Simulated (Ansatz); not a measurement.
Consider the formal exchange of groups at the Sn–C bond: `N#[C][Sn]([F])([F])[C]#N` + `CC1=CCC=C1` → `[CH3][Sn]([F])([F])[C]#N` + `N#CC1=CCC=C1`.

Program: Ansatz. Geometries: PBE0-D4/def2-TZVP. ΔE: electronic, gas phase. CBS: MP2 limit from def2 TZ/QZ plus the TZ coupled-cluster correction, frozen cores. Functionals use def2-TZVPP. B3LYP here is the variant with VWN-RPA as its local correlation; programs differ in this. Elements past krypton have def2 core potentials. For Sn outer-core shells are correlated without core-valence functions, which leaves a few kJ/mol of doubt a bond.

| level | ΔE (kJ/mol) |
| --- | --- |
| LDA (SPW92) | -73.9 |
| B3LYP-D4 | -62.7 |
| ωB97X-V | -53.4 |
| revPBE | -65.0 |
| r2SCANh | -64.3 |
| RPA@PBE/def2-TZVPP | -41.0 |
| MP2/def2-SVP | -44.6 |
| MP2/def2-TZVPP | -53.1 |

Problem. What does CCSD(T)/CBS give? (Best estimate.)

Solution. Ansatz gave: -51.9 kJ/mol. The listed levels differ from it by -22.0, -10.8, -1.5, -13.1, -12.4, 10.9, 7.3, -1.2 kJ/mol.

Largest T1 diagnostic among the species: 0.015.

Leaving LDA and LC-ωPBE aside and taking each functional with its dispersion term where it has one, the values, not all of them listed here, spread over 12.6 kJ/mol, from PBE-D4 to ωB97X-V. LDA lies −6.9 kJ/mol from PBE without D4. From PBE to PBE0 (25 % exact exchange), in def2-TZVPP and without D4, ΔE moves by +3.3 kJ/mol.
